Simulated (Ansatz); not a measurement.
Mulliken charges of GaH₆P, SMILES `[PH3+][GaH3-]` from r2SCAN/def2-TZVPP in Ansatz (PBE0-D4/def2-TZVP geometry).

```json
{"atom": "P1", "x (Å)": "-0.528", "y (Å)": "0.017", "z (Å)": "-0.933", "charge (e)": "0.057"}
{"atom": "Ga2", "x (Å)": "0.742", "y (Å)": "-0.041", "z (Å)": "1.245", "charge (e)": "0.068"}
{"atom": "H3", "x (Å)": "-1.936", "y (Å)": "0.094", "z (Å)": "-0.906", "charge (e)": "0.054"}
{"atom": "H4", "x (Å)": "-0.403", "y (Å)": "-1.061", "z (Å)": "-1.833", "charge (e)": "0.054"}
{"atom": "H5", "x (Å)": "-0.287", "y (Å)": "1.068", "z (Å)": "-1.842", "charge (e)": "0.054"}
{"atom": "H6", "x (Å)": "0.234", "y (Å)": "1.348", "z (Å)": "1.793", "charge (e)": "-0.096"}
{"atom": "H7", "x (Å)": "2.184", "y (Å)": "-0.122", "z (Å)": "0.615", "charge (e)": "-0.096"}
{"atom": "H8", "x (Å)": "0.087", "y (Å)": "-1.360", "z (Å)": "1.806", "charge (e)": "-0.096"}
```

Task: By hand: the dipole of these point charges (1 e Å = 4.8032 D).

Result: Σ q r = (-0.362, 0.016, -0.620) e Å, of length 0.718 e Å = 3.45 D.

Task: How does the dipole of the full density compare? (An estimate is asked.)

Result: Computed: (-0.415, 0.019, -0.712) e Å, 3.96 D; the point charges give 0.87 times that, at 0° from its direction.

Point charges leave out the atoms' own dipoles, such as those of lone pairs, and Mulliken's split depends on the basis, so the close match here is no proof of good charges.
